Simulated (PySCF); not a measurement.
Excitations are Tamm–Dancoff values on a coarser integration grid. The basis has no diffuse functions, so Rydberg states are missing or too high.

Cartesian coordinates (Å):
SMILES: [SH][Al]([SH])[SH]
```xyz
7

S     -1.5328    -1.5790     0.3431
Al     0.1618    -0.2893    -0.1249
S      0.2134     1.8578     0.2678
S      1.8942    -1.2361    -1.0423
H     -2.2742    -0.5684     0.8306
H     -1.0156     1.8813     0.8134
H      2.5756    -0.0765    -1.0884
```
Charge 0, spin multiplicity 1.

Q: Estimate the HOMO–LUMO gap, dipole moment and S1–T1 gap (TDA) that r2SCAN-D4/def2-TZVP (PySCF 2.14.0) returns for this input.

A: 
The HOMO–LUMO gap is 5.62 eV and the dipole moment is 0.331 e·Å. The S1–T1 gap (TDA) is 0.34 eV.
